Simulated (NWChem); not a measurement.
# C$_{2}$H$_{2}$F$_{3}$ cation

```xyz
7

F      0.1583    -1.8132     0.0000
C     -0.7034    -0.8071     0.0000
C     -0.0022     0.4889     0.0000
F      1.2313     0.5722     0.0000
F     -0.6281     1.5620     0.0000
H     -1.3772    -0.8043    -0.8889
H     -1.3772    -0.8043     0.8889
```
Atoms are numbered in this order, from 1.

Level: PBE0/def2-SVP (NWChem), optimised geometry, unscaled harmonic frequencies. 

```json
[
 {"frequency (cm⁻¹)": "133", "IR intensity (km/mol)": "21.4"},
 {"frequency (cm⁻¹)": "235", "IR intensity (km/mol)": "8.0"},
 {"frequency (cm⁻¹)": "475", "IR intensity (km/mol)": "6.7"},
 {"frequency (cm⁻¹)": "490", "IR intensity (km/mol)": "3.0"},
 {"frequency (cm⁻¹)": "647", "IR intensity (km/mol)": "17.4"},
 {"frequency (cm⁻¹)": "898", "IR intensity (km/mol)": "1.2"},
 {"frequency (cm⁻¹)": "984", "IR intensity (km/mol)": "15.7"},
 {"frequency (cm⁻¹)": "1236", "IR intensity (km/mol)": "78.1"},
 {"frequency (cm⁻¹)": "1240", "IR intensity (km/mol)": "0.5"},
 {"frequency (cm⁻¹)": "1325", "IR intensity (km/mol)": "92.1"},
 {"frequency (cm⁻¹)": "1371", "IR intensity (km/mol)": "146.0"},
 {"frequency (cm⁻¹)": "1582", "IR intensity (km/mol)": "224.0"},
 {"frequency (cm⁻¹)": "1659", "IR intensity (km/mol)": "335.9"},
 {"frequency (cm⁻¹)": "2982", "IR intensity (km/mol)": "91.8"},
 {"frequency (cm⁻¹)": "3019", "IR intensity (km/mol)": "42.7"}
]
```

- zero-point energy = 26.1 kcal/mol
- thermal correction to the enthalpy at 298.15 K (with zero-point energy) = 29.7 kcal/mol
- heat capacity Cv = 14.8 cal/(mol K)
- entropy at 298.15 K and 1 atm (symmetry number 1) = 71.4 cal/(mol K)

Rigid rotor and harmonic oscillator.
